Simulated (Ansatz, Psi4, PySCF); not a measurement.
C$_{4}$H$_{12}$Ge, charge -1, doublet, at the geometry of the source list (a state made from the parent by changing its charge; the spin is typed, not shown lowest) (in this run its highest filled SCF level lies above zero, so its values depend strongly on the basis, on diffuse functions most of all). Base run: BLYP/STO-3G run with PySCF.

Input for PySCF:
```python
from pyscf import gto, scf, dft

mol = gto.M(
    atom='''
Ge    1.857200    0.923200   -0.020100
C     0.555500   -0.113300    1.045800
C    -0.777900   -0.439000    0.373200
C    -0.599600   -1.506800   -0.700600
C    -1.403400    0.815200   -0.224700
H     3.172100    0.948200    0.693700
H     2.126000    0.368600   -1.384400
H     1.447800    2.349300   -0.201800
H     0.366600    0.460600    1.957000
H     1.036100   -1.042300    1.361000
H    -1.456300   -0.835600    1.140900
H     0.122000   -1.172000   -1.443600
H    -1.544100   -1.706300   -1.201100
H    -0.239000   -2.436500   -0.263900
H    -0.827800    1.135400   -1.094300
H    -1.407900    1.623900    0.503500
H    -2.427300    0.627400   -0.540600
''',
    basis='sto-3g',
    charge=-1,
    spin=1,
    verbose=3,
)

mf = dft.UKS(mol)
mf.xc = 'blyp'
mf.kernel()
```

The same geometry, method and basis name were run in Ansatz (a quantum-chemistry and plane-wave program) and Psi4 and PySCF, at each program's defaults and at the settings that a row names. The base is PySCF at its defaults. Differences at the defaults can come from grids, fitting, cores and function types together.

```tsv
code and settings	ΔE vs base (mEh)	basis functions	E (Eh)	SCF cycles
PySCF, defaults (exact integrals, its default grid, spherical functions)	0.000	50	-2210.24469	14
Psi4, defaults (density fitting with its default set, its default grid, spherical functions)	-3.251	50	-2210.24794	13
Ansatz, defaults (factorised integrals, its default grid, spherical functions)	0.023	50	-2210.24467	-
PySCF, density fitting with def2-universal-jkfit	-3.350	50	-2210.24804	14
PySCF, fine grid	0.022	50	-2210.24467	14
Psi4, exact integrals, spherical functions, fine grid	0.024	50	-2210.24467	17
Ansatz, high accuracy	0.025	50	-2210.24467	-
```

Open shells are given as the SCF converged; they aren't shown to be the lowest states, and a large step between rows can be another state.
